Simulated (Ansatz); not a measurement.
One change: `C[SiH](O)Br` becomes `O[SiH](Cl)Br`.

Ansatz, PBE0-D4/def2-TZVP geometries, multiplicity 1. Each molecule was computed in one conformer, which needn't be the lowest.

Scalar relativity is left out up to krypton.

```
                               property  `C[SiH](O)Br`
     LUMO energy (PBE0/def2-TZVPP) / eV           0.52
      HOMO energy (PBE/def2-TZVPP) / eV          -6.94
HOMO–LUMO gap (ωB97M-V/def2-TZVPP) / eV          12.51
   HOMO–LUMO gap (PBE0/def2-TZVPP) / eV           8.75
  LUMO energy (ωB97M-V/def2-TZVPP) / eV           2.07
  HOMO–LUMO gap (B3LYP/def2-TZVPP) / eV           8.19
```

**Question.** What does the change do to each property? (Estimate.)

**Answer.** The calculation gave: 
```tsv
property	`O[SiH](Cl)Br`	shift
LUMO energy (PBE0/def2-TZVPP) / eV	0.12	-0.40
HOMO energy (PBE/def2-TZVPP) / eV	-7.37	-0.43
HOMO–LUMO gap (ωB97M-V/def2-TZVPP) / eV	12.84	0.33
HOMO–LUMO gap (PBE0/def2-TZVPP) / eV	8.83	0.08
LUMO energy (ωB97M-V/def2-TZVPP) / eV	1.91	-0.16
HOMO–LUMO gap (B3LYP/def2-TZVPP) / eV	8.28	0.09
```

With PBE0 the HOMO falls by 0.48 eV and the LUMO falls by 0.40 eV, so the gap widens by about 0.08 eV. PBE moves the HOMO by -0.43 eV and ωB97M-V by -0.48 eV. The zero-point energy changes by -91.5 kJ/mol with -9 modes.

B3LYP here is the variant with VWN-RPA as its local correlation; programs differ in this.

Spin–orbit coupling is left out; it splits and shifts lone-pair levels of the heavy atoms by tenths of an eV.
